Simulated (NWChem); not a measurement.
# C$_{4}$H$_{6}$ClF; SMILES C[C@H]1C[C@]1(F)Cl

Results from NWChem. Pople sets run with spherical d functions. The geometry was optimised at PBE0/def2-SVP. Ions are spin-unrestricted doublets at the neutral geometry; other ion states weren't tried.

### Question
Order these by “−ε(HOMO) (eV)”, lowest first: CAM-B3LYP/STO-3G; CAM-B3LYP/6-31+G*; CAM-B3LYP/6-31G*.

### Answer
CAM-B3LYP/STO-3G (6.94), CAM-B3LYP/6-31G* (9.01), CAM-B3LYP/6-31+G* (9.28)
